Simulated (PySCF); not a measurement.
CH₁₀GeN₂SSi.
SMILES: `C[S][Ge@H]([NH2])[NH][SiH3]`

Torsions of this conformer, `[CH3:1][S:2][Ge@H:3]([NH2:4])[NH:5][SiH3:6]`: C1–S2–Ge3–N4 51°, S2–Ge3–N5–Si6 66°, H–N4–Ge3–S2 58°, H–N4–Ge3–S2 -171°.

The closed-shell ground state was solved at several levels (PySCF, density fitting, gas phase). Isolated species at its PBE0-D3(BJ)/def2-SVP geometry (one conformer only). The calculation is non-relativistic and has no spin–orbit coupling, an omission that weighs most on germanium.

```csv
level,basis functions,total energy (Eh),HOMO (eV),LUMO (eV),gap (eV),dipole (D)
wB97X-D/pcSseg-1,190,-2918.1357,-8.56,2.06,10.62,1.64
wB97X-D/def2-SVPD,229,-2917.8233,-8.57,1.61,10.18,1.42
```

Task: Estimate the row for PBE0/pcSseg-1, a basis of 190 functions; the other rows only guide the guess.

Result: Total energy -2917.4141 Eh, HOMO -6.70 eV, LUMO 0.28 eV, gap 6.98 eV, dipole 1.58 D.

Task: Over all these levels, which gives the widest orbital gap and which the narrowest?

Result: wB97X-D/pcSseg-1 (range-separated hybrid) has the widest, 10.62 eV, and PBE0/pcSseg-1 (global hybrid, 25 % exact exchange) the narrowest, 6.98 eV. The two share the basis. From the narrowest to the widest the HOMO moves by -1.86 eV and the LUMO by +1.78 eV.

Task: How far do the dipole and the HOMO energy spread over the levels?

Result: The dipole runs from 1.42 to 1.64 D (mean 1.54 D) and the HOMO from -8.57 to -6.70 eV.

The pairwise dispersion term of wB97X-D wasn't added to the energies; at a given geometry it leaves orbitals and properties as they are.
